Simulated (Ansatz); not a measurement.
Reaction (SMILES): C=CCCC(C)C [5-methylhex-1-ene] -> [CH3] (CH3) + C=CCC[CH]C (the C-C bond at the site shown breaks; other sites are not compared here)
Geometries: B3LYP-D3(BJ)/def2-TZVP minima from Ansatz (a first-principles code), one conformer each, not searched for the lowest.
Geometry of the first species:
```
C
H 1 1.0939
H 1 1.0965 2 106.18
C 1 1.5333 2 108.90 3 -117.16
H 4 1.0969 1 107.57 2 -66.42
C 4 1.5292 5 107.88 1 -118.98
H 6 1.0919 4 111.33 5 60.13
H 6 1.0919 7 107.99 4 122.43
H 6 1.0937 7 107.74 8 116.04
C 4 1.5294 5 107.97 1 121.56
H 10 1.0905 4 112.18 5 -57.37
H 10 1.0919 11 107.54 4 -122.15
H 10 1.0940 11 107.85 12 -115.86
C 1 1.5336 2 108.35 3 117.37
H 14 1.0940 1 109.61 2 66.09
H 14 1.0946 15 106.82 1 -118.35
C 14 1.4969 15 109.65 16 -117.83
C 17 1.3268 14 125.34 15 -3.89
H 18 1.0825 17 121.76 14 -179.36
H 18 1.0846 19 116.81 17 179.81
H 17 1.0879 18 118.93 19 -0.40
```
Charge 0, spin multiplicity 1.

Quantity: bond dissociation energy (electronic energy difference), in kcal/mol. Correlated levels leave the core frozen unless marked. Open shells are spin-unrestricted. No spin-orbit coupling. No relativistic terms. Basis-set limits of correlation are two-point, X^-3; Hartree-Fock from the larger set. The bracket is a focal-point correction in the basis named.

| level | program | bond dissociation energy (kcal/mol) | minus last row |
|---|---|---|---|
| HF/STO-3G | Ansatz | 86.5 | -8.6 |
| HF/cc-pVTZ | Ansatz | 61.5 | -33.6 |
| HF/cc-pVQZ | Ansatz | 61.3 | -33.8 |
| PBE-D4/def2-TZVPD | Ansatz + dftd4 | 91.4 | -3.7 |
| BLYP-D4/def2-TZVPD | Ansatz + dftd4 | 86.7 | -8.4 |
| revPBE/def2-TZVPD | Ansatz | 82.4 | -12.7 |
| B97M-V/def2-TZVPD | Ansatz | 90.9 | -4.2 |
| PBE0/def2-QZVPP | Ansatz | 88.8 | -6.3 |
| CAM-B3LYP-D3(BJ)/def2-TZVPD | Ansatz + dftd3 | 89.7 | -5.4 |
| CAM-B3LYP-D4/def2-TZVPD | Ansatz + dftd4 | 89.9 | -5.2 |
| CCSD/6-31G* | Ansatz | 90.6 | -4.5 |
| CCSD(T)/STO-3G | Ansatz | 108.6 | 13.5 |
| CCSD(T)/cc-pwCVTZ | Ansatz | 93.4 | -1.7 |
| CCSD(T) with core electrons/cc-pwCVTZ | Ansatz | 93.6 | -1.5 |
| RI-MP2/CBS(cc-pVTZ,cc-pVQZ)+[CCSD(T)-MP2]/cc-pVTZ | Ansatz | 95.1 | 0.0 |
